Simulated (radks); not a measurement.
Spherical jellium clusters: N electrons in a uniform positive sphere of charge N and radius rs N^(1/3), rs = 4.46 bohr. Method: non-relativistic Kohn-Sham, LDA (Slater exchange, Perdew-Wang correlation), spin-polarised, spherical densities; computed with a radial shooting solver with Libxc functionals. Levels are named by radial order and angular momentum (1s, 1p, 1d, 2s, ...), and open shells are averaged over m.

N = 10, configuration 1s2 1p6 1d(up 2, down 0). This is the lowest configuration that the search found. Occupied and some empty levels:

level,occupation,eigenvalue (eV),<r> (bohr)
1s up,1,-4.2532,6.312
1s down,1,-4.0883,6.167
1p up,3,-3.3687,7.483
1p down,3,-3.1617,7.450
1d up,2,-2.2570,8.489
1d down,0,-2.0412,8.543
2s up,0,-1.7447,7.848
2s down,0,-1.6381,7.971
1f up,0,-1.0234,9.643
1f down,0,-0.82636,9.831
2p up,0,-0.69749,10.87
2p down,0,-0.60383,11.19

Energy (eV): total -17.6071, kinetic 14.459, external -334.23, Hartree 164.84, exchange-correlation -32.600, background 169.92.
